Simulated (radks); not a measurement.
Results of a calculation; reference values are marked as such.
Isoelectronic series with 14 electrons, all held in the configuration [Ne] 3s2 3p2, which need not be the ground one along the series. Code: a radial shooting solver on a logarithmic mesh with Libxc functionals. Model: scalar-relativistic Kohn-Sham, PBEsol, spin-unpolarised, spherical densities, finite nucleus; Fermi nuclear charge, rms radius of each element as measured or else 0.836 A^(1/3) + 0.57 fm. Total energies (hartree) and mean radii <r> (bohr):

ion	E (hartree)	3p	3s	2p	2s
Si	-289.29841	2.790	2.166	0.5380	0.5688
Ti8+	-829.75079	0.9147	0.8984	0.2878	0.3233
Zn16+	-1663.65460	0.5685	0.5769	0.1960	0.2240
Sr24+	-2798.78673	0.4131	0.4243	0.1481	0.1703
Pd32+	-4246.54465	0.3239	0.3341	0.1187	0.1364
Xe40+	-6022.26578	0.2658	0.2742	0.09864	0.1130
Sm48+	-8146.0610	0.2247	0.2311	0.08410	0.09572
Yb56+	-10644.1640	0.1941	0.1985	0.07302	0.08232
